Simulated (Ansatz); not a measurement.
`C[Te]BF` and `C[Se]BF` differ in one element.

Ansatz, PBE0-D4/def2-TZVP geometries, multiplicity 1. Each molecule was computed in one conformer, which needn't be the lowest.

Elements past krypton have def2 core potentials. Scalar relativity is left out up to krypton.

```csv
property,`C[Te]BF`
LUMO energy (ωB97M-V/def2-TZVPP) / eV,1.00
HOMO–LUMO gap (PBE0/def2-TZVPP) / eV,5.75
"ideal-gas entropy at 298 K and 1 bar (rigid rotor, harmonic PBE0-D4/def2-TZVP) / J/(mol·K)",336
HOMO energy (ωB97M-V/def2-TZVPP) / eV,-8.69
size of the dipole moment (PBE/def2-TZVPP) / D,1.86
HOMO energy (PBE0/def2-TZVPP) / eV,-6.66
```

**Question.** Give the same properties after the change, and the shifts. (Estimate.)

**Answer.** Computed: 
```json
{"property": "LUMO energy (ωB97M-V/def2-TZVPP) / eV", "`C[Se]BF`": "1.28", "shift": "0.28"}
{"property": "HOMO–LUMO gap (PBE0/def2-TZVPP) / eV", "`C[Se]BF`": "6.61", "shift": "0.86"}
{"property": "ideal-gas entropy at 298 K and 1 bar (rigid rotor, harmonic PBE0-D4/def2-TZVP) / J/(mol·K)", "`C[Se]BF`": "324", "shift": "-12"}
{"property": "HOMO energy (ωB97M-V/def2-TZVPP) / eV", "`C[Se]BF`": "-9.38", "shift": "-0.69"}
{"property": "size of the dipole moment (PBE/def2-TZVPP) / D", "`C[Se]BF`": "2.12", "shift": "0.26"}
{"property": "HOMO energy (PBE0/def2-TZVPP) / eV", "`C[Se]BF`": "-7.26", "shift": "-0.60"}
```

With PBE0 the HOMO falls by 0.60 eV and the LUMO rises by 0.26 eV, so the gap widens by about 0.86 eV. PBE moves the HOMO by -0.49 eV and ωB97M-V by -0.69 eV. Dipoles are sizes alone; their direction can turn.

Spin–orbit coupling is left out; it splits and shifts lone-pair levels of the heavy atoms by tenths of an eV.
